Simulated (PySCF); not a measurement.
C2H6O3Si, SMILES CC(=O)O[SiH2]O. Atoms are numbered in the order given.

```xyz
12

Si    -1.3516    -0.0338     0.0341
O     -2.2515     1.3467     0.1857
O      0.2901     0.4755     0.0015
C      1.2498    -0.4681    -0.0461
C      2.6385     0.1113    -0.0710
O      0.9813    -1.6472    -0.0628
H     -1.6167    -0.8334     1.2450
H     -1.6293    -0.7372    -1.2427
H     -2.2445     1.9756    -0.5452
H      3.3803    -0.6946    -0.1126
H      2.7472     0.7754    -0.9422
H      2.7962     0.7287     0.8268
```

The structure is a stationary point at B3LYP-D3(BJ)/def2-SVP. One conformer was computed; it need not be the lowest.

Computed with ωB97X/def2-TZVP (PySCF).

Gas-phase values at a fixed geometry.

**Question.** Estimate the frontier levels, gap, dipole moment and polarisability. (An estimate is asked for; the answer gives what the named calculation found.)

**Answer.** 
- highest occupied level = -10.64 eV
- lowest empty level = 2.33 eV
- orbital gap = 12.97 eV
- dipole moment = 2.67 D
- quadrupole, principal values (traceless, Buckingham form, about the centre of nuclear charge) = -10.12, 1.98, 8.14 D·Å
- mean static polarisability = 56.3 bohr³ (8.35 Å³)
- polarisability, principal values = 47.5, 56.4, 65.1 bohr³
